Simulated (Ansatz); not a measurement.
System: C$_{3}$H$_{3}$NS, charge 0, singlet. C3H3NS (SMILES s1cncc1).
B3LYP-D3(BJ)/def2-TZVP minimum from Ansatz (a quantum-chemistry and plane-wave program):
```
C
C 1 1.3624
N 1 1.3709 2 115.63
C 3 1.2979 1 110.69 2 0.00
H 2 1.0768 1 128.62 3 -180.00
H 1 1.0800 2 124.99 5 0.00
H 4 1.0800 3 124.16 1 -180.00
S 2 1.7176 5 121.67 1 180.00
```
Charge 0, spin multiplicity 1.

Total energies in cc-pV(D+d)Z, 26 correlated electrons, 9 frozen orbitals. UHF or UKS for unpaired electrons; spin-orbit terms are left out. Cores are frozen in correlated methods. No relativity. The restricted determinant of C3H3NS (c1cscn1, singlet) is unstable towards broken spin symmetry in at least one set run.

| method | program | energy (Eh) | minus CCSDT(Q) (mEh) |
|---|---|---|---|
| HF | Ansatz | -567.32646 | 752.65 |
| MP2 | Ansatz | -568.01640 | 62.70 |
| CCSD | Ansatz | -568.04359 | 35.52 |
| CCSD(T) | Ansatz | -568.07597 | 3.13 |
| CCSDT(Q) | Ansatz | -568.07910 | 0.00 |

Rough core times of Ansatz's runs on a shared machine: CCSD(T) under 20 s, CCSDT(Q) 20 min.
